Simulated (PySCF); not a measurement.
**Working out the ionisation energy of Sc**

Sc [Ar] 3d1 4s2 (2D) → Sc⁺ [Ar] 3d1 4s1 (3D). All numbers are calculated (PySCF 2.14, the spin-free X2C one-electron Hamiltonian (Gaussian nucleus), in x2c-TZVPPall with one added diffuse shell each of s, p, d, f type (7s6p5d3f1g, 80 functions)). Frozen: [Ne]. Energies in hartree (1 hartree = 27.21139 eV):

```json
{"part": "UHF", "Sc (lower)": "-763.276460", "Sc⁺ (upper)": "-763.078234"}
{"part": "MP2 opposite-spin", "Sc (lower)": "-0.169735", "Sc⁺ (upper)": "-0.139350"}
{"part": "MP2 same-spin", "Sc (lower)": "-0.065107", "Sc⁺ (upper)": "-0.060133"}
```

Task: What does Hartree-Fock give?

Result: (-763.078234) − (-763.276460) = 0.198226 hartree = 5.394 eV.

Task: What do MP2 and SCS-MP2 (6/5 opposite-spin, 1/3 same-spin) give?

Result: The opposite-spin parts differ by 0.827 eV and the same-spin parts by 0.135 eV. MP2: 5.394 + (0.827) + (0.135) = 6.356 eV. SCS-MP2: 5.394 + 1.2 × (0.827) + (0.135)/3 = 6.431 eV.

Measured between the centres of the two terms (NIST): 6.562 eV, so MP2 (valence and next inner shell) is off by -0.206 eV.

What remains against the reference includes basis incompleteness, the frozen core and correlation beyond second order.
